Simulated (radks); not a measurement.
The iodine ion I49+, [He] 2s2. Method: non-relativistic Kohn-Sham, PBE, spin-polarised, spherical densities, point nucleus; computed with a radial shooting solver on a logarithmic mesh with Libxc functionals. Every spin shell is full or empty, so the densities are truly spherical. Functionals are evaluated on that one density, not self-consistently. Rank these orbital-free kinetic functionals by their error against the exact value of the orbitals, and give that value: Thomas-Fermi, von Weizsacker, TF + vW, TF + vW/9, TF + vW/5, LC94, APBEK, revAPBEK, Perdew 92, Thakkar, Pearson, LKT, DePristo-Kress, Ernzerhof.

Answer. Exact: 3428.41 hartree. From best to worst, with 100 (|E| - |E exact|)/|E exact| (equal figures are ties): Ernzerhof +0.20, revAPBEK -0.87, Thakkar -1.49, APBEK -1.60, LC94 -1.64, Perdew 92 -1.68, TF + vW/9 -1.70, DePristo-Kress -2.75, Pearson -5.58, TF + vW/5 +5.96, Thomas-Fermi -11.29, von Weizsacker -13.76, LKT +47.66, TF + vW +74.96.
